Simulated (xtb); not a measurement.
C3H9B3O3, charge +1, doublet, geometry from GFN2-xTB (a state made from the parent by changing its charge; the spin is typed, not shown lowest). Base run: xtb 6.7.1 with GFN2-xTB.

The xtb input:
```
$ xtb mol.xyz --gfn 2 --chrg 1 --uhf 1 --json

# file mol.xyz
18

C     -1.86921833    -2.30973507    -0.20001952
B     -0.89781226    -1.07389565    -0.09636603
O      0.46707948    -1.27383094     0.04116915
B      1.29249091    -0.22209950     0.13036239
C      2.88350992    -0.49012124     0.28816344
O      0.86577880     1.05123225     0.09371161
B     -0.48969592     1.30369220    -0.04280953
C     -0.99428482     2.80118990    -0.08592043
O     -1.27447429     0.21916510    -0.12860370
H     -1.35306759    -3.26268703    -0.15703666
H     -2.42127881    -2.25763040    -1.13753568
H     -2.59061526    -2.27087706     0.61520608
H      3.22032040    -1.01336254    -0.60324959
H      3.03259602    -1.12420064     1.15805345
H      3.40374293     0.45452431     0.40072714
H     -1.70188331     2.96037468     0.72651878
H     -0.18888059     3.52145244     0.00580456
H     -1.51295973     2.97338817    -1.02797967
```

Variants of this job, named by their change:

| change | ΔE vs base (kJ/mol) | G_solv (kcal/mol) | SCF cycles |
|---|---|---|---|
| base | 0.00 | - | 14 |
| etemp = 10000 | -209.2 | - | 13 |
| alpb = water | -197.2 | -47.40 | 14 |
| etemp = 1000 | -3.26 | - | 14 |
| alpb = acetonitrile | -189.1 | -45.27 | 14 |
| gbsa = chcl3 | -176.3 | -42.18 | 14 |
| alpb = acetone | -190.3 | -45.61 | 14 |

ALPB and GBSA are two models with their own fitted parameters for each solvent, which aren't always the measured dielectric constant.
